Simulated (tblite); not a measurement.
C6H4O4 (charge -1 and doublet state).
Z-matrix (Å and degrees, GFN2-xTB geometry), rows numbered from 1:
```
O 
C   1  1.2273
C   2  1.4001  1  127.43
C   3  1.3986  2  121.70  1   179.98
C   4  1.3887  3  119.79  2     0.12
C   5  1.3754  4  118.45  3    -0.16
O   6  1.3580  5  128.20  4   179.91
C   7  1.3353  6  125.97  5     0.10
O   8  1.2288  7  129.50  6     0.12
O   6  1.3732  5  122.89  4     0.01
H   3  1.0789  2  117.05  1     0.12
H   4  1.0808  3  120.13  2   179.94
H   5  1.0758  4  122.59  3   179.95
H   8  1.1027  7  107.43  6  -179.93
```

The geometry is computed with GFN2-xTB (gas phase). This method treats the open shell by occupation alone, without spin polarisation.

Take the most abundant isotopes and a rigid rotor. The values belong to one conformer with, in the numbering `[O:1]=[c:2]1[cH:3][cH:4][cH:5][c:6]([O:7][CH:8][O-:9])[o:10]1`, C5–C6–O7–C8 0°, C6–O7–C8–O9 0°.

Question: What are A, B and C (cm⁻¹)?

Answer: Ia = 147.51, Ib = 576.82, Ic = 724.34 u·Å²; 505379 MHz·u·Å²/I gives 3426, 876.1 and 697.7 MHz, that is A = 0.11428, B = 0.02922, C = 0.02327 cm⁻¹.

Question: What kind of rotor is it?

Answer: An asymmetric top; Ray's κ = -0.869.

Question: Is it planar, by Δ = Ic − Ia − Ib?

Answer: Planar: Δ = Ic − Ia − Ib = 0.00 u·Å². For a rigid frame Δ = −2 Σ m c², so it vanishes when all atoms lie in the ab plane; here none is more than 0.01 Å from it.

Question: Estimate the classical rotational partition function at 10 K, 25 K and 298.15 K.

Answer: Point group Cs, symmetry number σ = 1; q = (√π/σ)·√((kT/h)³/(ABC)), k/h = 20836.6 MHz/K: 3680 at 10 K, 14600 at 25 K, 600000 at 298.15 K.

For this open shell read J as N, the rotation without spin; fine and hyperfine splittings come on top. Its GFN2-xTB frequencies are all real (lowest 56 cm⁻¹). Whether the extra electron is bound in the gas phase wasn't checked; a finite basis holds it in any case. Zero-point vibration and centrifugal distortion are left out.
